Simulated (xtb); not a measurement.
Ge(OH)3(PH2) (GeH5O3P), SMILES [OH][Ge]([OH])([OH])[PH2]. All values are semi-empirical tight-binding results from xtb (GFN2-xTB unless named), good for trends rather than for accurate numbers. The structure is a stationary point at GFN2-xTB. Other conformers were not sampled.

Optimised geometry:

```xyz
10

O     -0.3980     0.0949     1.8406
Ge    -0.2417     0.0202     0.0903
O     -1.1674     1.4428    -0.4199
O     -1.0929    -1.4216    -0.4424
P      1.8898    -0.1236    -0.7855
H     -0.7670     0.9204     2.1505
H     -1.3089     1.5292    -1.3594
H     -1.8269    -1.6935     0.1053
H      2.1642    -1.2326     0.0023
H      2.3925     0.7565     0.1683
```

For metal compounds this method's bond lengths and energies can be far off.

The orbital gap comes out as 4.76 eV and the zero-point energy is 34.3 kcal/mol. The G − E(el) at 298.15 K (modified RRHO) is 12.5 kcal/mol.

**Question.** Give the atomic charges and the Wiberg bond orders between heavy atoms. (Estimate from the structure and the level; the computed values follow.)

**Answer.** charges (e) O1 -0.48, Ge2 0.40, O3 -0.50, O4 -0.49, P5 -0.03, H6 0.32, H7 0.31, H8 0.32, H9 0.08, H10 0.06. Bond orders O1–Ge2 1.07, Ge2–O3 1.05, Ge2–O4 1.07, Ge2–P5 0.83.
